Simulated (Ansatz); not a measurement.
`[SiH3]C[SiH2]Cl` and `F[SiH2]C[SiH3]` differ in one atom or group.

Ansatz, PBE0-D4/def2-TZVP geometries, multiplicity 1. Each molecule was computed in one conformer, which needn't be the lowest.

```json
{"property": "size of the dipole moment (B3LYP/def2-TZVPP) / D", "`[SiH3]C[SiH2]Cl`": "1.30"}
{"property": "HOMO–LUMO gap (PBE/def2-TZVPP) / eV", "`[SiH3]C[SiH2]Cl`": "6.48"}
{"property": "HOMO energy (PBE/def2-TZVPP) / eV", "`[SiH3]C[SiH2]Cl`": "-7.38"}
{"property": "zero-point energy (PBE0-D4/def2-TZVP) / kJ/mol", "`[SiH3]C[SiH2]Cl`": "185.7"}
{"property": "LUMO energy (PBE0/def2-TZVPP) / eV", "`[SiH3]C[SiH2]Cl`": "-0.03"}
{"property": "HOMO energy (ωB97M-V/def2-TZVPP) / eV", "`[SiH3]C[SiH2]Cl`": "-10.88"}
```

(1) What does the change do to each property? (Best estimate.)

Results:

(1) The calculation gave: 
```json
{"property": "size of the dipole moment (B3LYP/def2-TZVPP) / D", "`F[SiH2]C[SiH3]`": "1.20", "shift": "-0.10"}
{"property": "HOMO–LUMO gap (PBE/def2-TZVPP) / eV", "`F[SiH2]C[SiH3]`": "6.84", "shift": "0.36"}
{"property": "HOMO energy (PBE/def2-TZVPP) / eV", "`F[SiH2]C[SiH3]`": "-7.69", "shift": "-0.31"}
{"property": "zero-point energy (PBE0-D4/def2-TZVP) / kJ/mol", "`F[SiH2]C[SiH3]`": "188.7", "shift": "3.0"}
{"property": "LUMO energy (PBE0/def2-TZVPP) / eV", "`F[SiH2]C[SiH3]`": "0.02", "shift": "0.05"}
{"property": "HOMO energy (ωB97M-V/def2-TZVPP) / eV", "`F[SiH2]C[SiH3]`": "-11.23", "shift": "-0.35"}
```

With PBE0 the HOMO falls by 0.34 eV and the LUMO rises by 0.05 eV, so the gap widens by about 0.39 eV. PBE moves the HOMO by -0.31 eV and ωB97M-V by -0.35 eV. Dipoles are sizes alone; their direction can turn.

Positive LUMOs are unbound, so they and the gaps depend on the basis.

B3LYP here is the variant with VWN-RPA as its local correlation; programs differ in this.
